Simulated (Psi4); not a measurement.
triplet methylene (CH2), triplet, geometry from GFN2-xTB. Base run: R2SCAN/def2-SV(P) (Psi4).

Psi4 was given this input:
```
memory 2 GB

molecule {
0 3
  C     0.00386916    0.00066529    0.10150064
  H     0.00046091    0.97908788   -0.31139250
  H    -0.02367585   -0.98307960   -0.29761136
}

set basis def2-sv(p)
set reference uks

energy('r2scan')
print_variables()
```

Variants of this job, named by their change:

| change | ΔE vs base (mEh) | point group used | SCF cycles |
|---|---|---|---|
| base | 0.000 | c2v | 8 |
| symmetry = c2 | 0.000 | c2 | 8 |
| molecule keys = symmetry c1 | 0.000 | c1 | 7 |
| molecule keys = no_reorient | 0.000 | c1 | 7 |
| jitter_ang = 0.002 | 0.007 | cs | 7 |
| molecule keys = symmetry c1, no_reorient, no_com | 0.000 | c1 | 7 |
| symmetry = cs | 0.000 | cs | 7 |

Open shells are given as the SCF converged; they aren't shown to be the lowest states, and a large step between rows can be another state.
